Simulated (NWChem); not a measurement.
System: C₃H₃NOSi; SMILES C([SiH2]OC#N)#C

NWChem printed, in part:

```
             Northwest Computational Chemistry Package (NWChem) 7.3.0
             --------------------------------------------------------

 C1  symmetry detected

                             Geometry "geometry" -> ""
                             -------------------------

 Output coordinates in angstroms (scale by  1.889725989 to convert to a.u.)

  No.       Tag          Charge          X              Y              Z
 ---- ---------------- ---------- -------------- -------------- --------------
    1 C                    6.0000     1.37929147    -2.39058037    -0.10753558
    2 C                    6.0000     0.41757096    -1.65387165     0.00304970
    3 Si                  14.0000    -1.01473844    -0.54837795     0.18158247
    4 O                    8.0000    -0.62160252     0.98700302    -0.47639565
    5 C                    6.0000     0.30085817     1.78351513    -0.08933414
    6 N                    7.0000     1.12604014     2.53231970     0.23876149
    7 H                    1.0000     2.23253939    -3.04002609    -0.20616181
    8 H                    1.0000    -1.36078369    -0.35545432     1.61171820
    9 H                    1.0000    -2.16120196    -0.98386901    -0.64495622

 Effective nuclear repulsion energy (a.u.)     235.2226573854

                                 NWChem DFT Module
                                 -----------------

 Summary of "ao basis" -> "ao basis" (spherical)
 ------------------------------------------------------------------------------
       Tag                 Description            Shells   Functions and Types
 ---------------- ------------------------------  ------  ---------------------
 C                           6-31g*                  6       14   3s2p1d
 Si                          6-31g*                  8       18   4s3p1d
 O                           6-31g*                  6       14   3s2p1d
 N                           6-31g*                  6       14   3s2p1d
 H                           6-31g*                  2        2   2s

            General Information
            -------------------
          SCF calculation type: DFT
          Wavefunction type:  closed shell.
          No. of atoms     :     9
          No. of electrons :    50
           Alpha electrons :    25
            Beta electrons :    25
          Charge           :     0
          Spin multiplicity:     1
          Use of symmetry is: off; symmetry adaption is: off
          Maximum number of iterations: 150
          AO basis - number of functions:    94
                     number of shells:    44
          Convergence on energy requested:  1.00D-06
          Convergence on density requested:  1.00D-05
          Convergence on gradient requested:  5.00D-04

              XC Information
              --------------
                   Becke 97-2 Method XC Functional
                     Hartree-Fock (Exact) Exchange  0.210
                 Becke 1997-2  Exchange Functional  1.000
                Becke 1997-2 Correlation Potential  1.000

             Grid Information
             ----------------
          Grid used for XC integration:  medium
          Radial quadrature: Mura-Knowles
          Angular quadrature: Lebedev.
          Tag              B.-S. Rad. Rad. Pts. Rad. Cut. Ang. Pts.
          ---              ---------- --------- --------- ---------
          C                   0.70       49          12.0       434
          Si                  1.10       88          10.0       590
          O                   0.60       49          12.0       434
          N                   0.65       49          13.0       434
          H                   0.35       45          12.0       434
          Grid pruning is: on
          Number of quadrature shells:   468
          Spatial weights used:  Erf1

      Superposition of Atomic Density Guess
      -------------------------------------

 Sum of atomic energies:        -532.34085806

      Non-variational initial energy
      ------------------------------

 Total energy =    -534.827348
 1-e energy   =   -1197.681497
 2-e energy   =     427.631492
 HOMO         =      -0.336882
 LUMO         =      -0.005931

     ---------------------------------------------
      Total Density - Mulliken Population Analysis
     ---------------------------------------------

    Atom       Charge   Shell Charges
 -----------   ------   -------------------------------------------------------
    1 C    6     6.11   2.00  0.75  1.80  0.62  0.91  0.03
    2 C    6     6.35   2.00  0.75  1.94  0.77  0.87  0.02
    3 Si  14    13.13   2.00  2.00  5.97  0.92  1.45  0.26  0.36  0.18
    4 O    8     8.65   2.00  0.91  2.97  0.92  1.84  0.02
    5 C    6     4.95   2.00  0.69  1.48  0.28  0.41  0.09
    6 N    7     7.97   2.00  0.89  2.49  0.96  1.59  0.03
    7 H    1     0.72   0.42  0.30
    8 H    1     1.06   0.47  0.59
    9 H    1     1.06   0.47  0.59

   convergence    iter        energy       DeltaE   RMS-Dens  Diis-err
 ---------------- ----- ----------------- --------- --------- ---------
 d= 0,ls=0.0,diis     1   -535.2768994124 -7.70D+02  1.72D-02  1.05D+00
 d= 0,ls=0.0,diis     2   -534.9367682014  3.40D-01  1.23D-02  4.11D+00
 d= 0,ls=0.0,diis     3   -535.4066740811 -4.70D-01  2.66D-03  1.29D-01
 d= 0,ls=0.0,diis     4   -535.4171001192 -1.04D-02  1.10D-03  3.52D-02
 d= 0,ls=0.0,diis     5   -535.4202005127 -3.10D-03  4.83D-04  3.34D-03
  Resetting Diis
 d= 0,ls=0.0,diis     6   -535.4205319147 -3.31D-04  1.81D-04  1.00D-03
 d= 0,ls=0.0,diis     7   -535.4206575358 -1.26D-04  6.33D-05  1.58D-05
 d= 0,ls=0.0,diis     8   -535.4206551665  2.37D-06  3.87D-05  3.82D-05
 d= 0,ls=0.0,diis     9   -535.4206592310 -4.06D-06  1.01D-05  2.69D-06
 d= 0,ls=0.0,diis    10   -535.4206595513 -3.20D-07  1.80D-06  8.06D-08

         Total DFT energy =     -535.420659551287
      One electron energy =    -1200.722901823481
           Coulomb energy =      483.764710758994
    Exchange-Corr. energy =      -53.685125872237
 Nuclear repulsion energy =      235.222657385437

 Numeric. integr. density =       49.999989526734

                       DFT Final Molecular Orbital Analysis
                       ------------------------------------

 Vector   23  Occ=2.000000D+00  E=-3.140373D-01
              MO Center=  6.8D-01, -1.7D+00, -2.0D-02, r^2= 2.8D+00
   Bfn.  Coefficient  Atom+Function         Bfn.  Coefficient  Atom+Function
  ----- ------------  ---------------      ----- ------------  ---------------
     5      0.329759  1 C  pz                19      0.322804  2 C  pz
     9      0.198699  1 C  pz                23      0.192722  2 C  pz
     3      0.155299  1 C  px                 4      0.150673  1 C  py
    18      0.151021  2 C  py                17      0.147829  2 C  px
    94      0.145363  9 H  s                 92     -0.127303  8 H  s

 Vector   24  Occ=2.000000D+00  E=-3.058138D-01
              MO Center=  5.4D-01,  1.4D+00,  1.4D-02, r^2= 3.8D+00
   Bfn.  Coefficient  Atom+Function         Bfn.  Coefficient  Atom+Function
  ----- ------------  ---------------      ----- ------------  ---------------
    79      0.299605  6 N  pz                78     -0.261169  6 N  py
    65      0.231035  5 C  pz                51     -0.218445  4 O  pz
    83      0.189718  6 N  pz                64     -0.176207  5 C  py
    55     -0.168958  4 O  pz                82     -0.160803  6 N  py
     5     -0.148281  1 C  pz                50      0.145154  4 O  py

 Vector   25  Occ=2.000000D+00  E=-2.975174D-01
              MO Center=  4.9D-01,  1.8D+00,  1.3D-02, r^2= 2.2D+00
   Bfn.  Coefficient  Atom+Function         Bfn.  Coefficient  Atom+Function
  ----- ------------  ---------------      ----- ------------  ---------------
    77      0.287660  6 N  px                79     -0.280163  6 N  pz
    49     -0.215345  4 O  px                51      0.215584  4 O  pz
    63      0.192366  5 C  px                65     -0.191901  5 C  pz
    78     -0.189556  6 N  py                81      0.180673  6 N  px
    55      0.178827  4 O  pz                83     -0.176030  6 N  pz

 Vector   26  Occ=0.000000D+00  E=-4.703491D-02
              MO Center= -1.1D-01, -1.2D+00,  9.8D-02, r^2= 4.4D+00
   Bfn.  Coefficient  Atom+Function         Bfn.  Coefficient  Atom+Function
  ----- ------------  ---------------      ----- ------------  ---------------
    40      0.580318  3 Si py                36      0.324262  3 Si py
     8     -0.315581  1 C  py                52     -0.300874  4 O  s
    80     -0.277542  6 N  s                  4     -0.258211  1 C  py
     7     -0.222126  1 C  px                39      0.206339  3 Si px
    68      0.194776  5 C  py                22      0.189914  2 C  py

 Vector   27  Occ=0.000000D+00  E=-1.545503D-02
              MO Center=  4.6D-01, -1.7D+00, -2.1D-03, r^2= 3.3D+00
   Bfn.  Coefficient  Atom+Function         Bfn.  Coefficient  Atom+Function
  ----- ------------  ---------------      ----- ------------  ---------------
     9      0.525277  1 C  pz                23     -0.427408  2 C  pz
    92      0.417478  8 H  s                 94     -0.399639  9 H  s
     5      0.369978  1 C  pz                41     -0.368088  3 Si pz
    19     -0.275120  2 C  pz                37     -0.240743  3 Si pz
     7      0.161201  1 C  px                21     -0.137314  2 C  px

 Vector   28  Occ=0.000000D+00  E= 4.329758D-02
              MO Center= -9.6D-01, -1.4D-01,  1.9D-01, r^2= 5.3D+00
   Bfn.  Coefficient  Atom+Function         Bfn.  Coefficient  Atom+Function
  ----- ------------  ---------------      ----- ------------  ---------------
    39      0.949585  3 Si px                40     -0.682490  3 Si py
    20     -0.626961  2 C  s                 21      0.465816  2 C  px
    92      0.440766  8 H  s                 94      0.417748  9 H  s
    35      0.333409  3 Si px                90     -0.278563  7 H  s
     8     -0.264395  1 C  py                36     -0.220205  3 Si py

[...]
```

Level: B97-2/6-31G* (spherical d). Geometry: optimised at PBE0/def2-SVP.

Q: Write an input that gives this output.

A: One answer among several that fit: the input that was run:
```
start job
memory heap 200 mb stack 900 mb global 1100 mb
geometry units angstroms noautoz
  C      1.364370    -2.398877    -0.078120
  C      0.404974    -1.654077    -0.009509
  Si    -1.024526    -0.536691     0.106589
  O     -0.583174     1.002140    -0.511548
  C      0.324901     1.785117    -0.067106
  N      1.138504     2.522016     0.312776
  H      2.215621    -3.055496    -0.139456
  H     -1.443639    -0.356650     1.518745
  H     -2.129813    -0.951496    -0.784183
end
basis spherical
  * library 6-31g*
end
dft
  xc becke97-2
  iterations 150
  mulliken
end
task dft energy
```
